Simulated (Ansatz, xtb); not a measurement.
C4H2ClFN2: 7 structures ranked

7 gas-phase structures of C4H2ClFN2, from a drawn sample of its isomers (lower ones may exist). Each was relaxed with GFN2-xTB:

A. `Fc1cncnc1Cl`, a singlet
B. `Fc1cc(Cl)ncn1`, a singlet
C. `Fc1cnc(Cl)nc1`, a singlet
D. `Fc1ccnc(Cl)n1`, a singlet
E. `Fc1ncc(Cl)cn1`, a singlet
F. `Fc1ncncc1Cl`, a singlet
G. `Fc1nccc(Cl)n1`, a singlet

Question: Estimate their order in r2SCAN-D4/def2-SVP energy at these geometries, lowest first.

Answer: Calculated order at r2SCAN-D4/def2-SVP: G (0.0), B (2.0), D (2.3), E (4.3), F (6.9), A (12.2), C (12.6) kcal/mol. Less than 1 kcal/mol parts B and D; A and C, so the order within those pairs means little.

Energies above the lowest of each column, in kcal/mol; the last columns are at PBE0-D3(BJ)/def2-SVP geometries and were run for some of them only (a dash: not run or not comparable):

```tsv
structure	GFN2-xTB	HF/STO-3G	r2SCAN-D4/def2-SVP	PBE0-D3(BJ)/def2-SVP	CCSD(T)/def2-SVP + ΔMP2/def2-TZVPP
G	0.0	0.0	0.0	0.0	0.0
B	1.5	1.2	2.0	1.9	1.1
D	1.6	2.0	2.3	2.2	2.2
E	2.7	1.4	4.3	4.0	3.3
F	5.8	3.8	6.9	6.7	5.5
A	7.8	6.9	12.2	12.1	10.9
C	6.2	7.0	12.6	–	–
```

Every level run on G puts it lowest or level with the lowest. Frequencies (GFN2-xTB) were run for A, B, D, E, F, G alone. ΔMP2 is the change of the MP2 energy from the smaller to the larger basis.

Over these structures GFN2-xTB departs from r2SCAN-D4/def2-SVP by 1.9 kcal/mol on average once a common shift is removed. A GFN2-xTB relaxation took about 0.066 s and the r2SCAN-D4/def2-SVP energy about 3.6 s on a shared host (Ansatz 0.2.0, xtb 6.7.1).
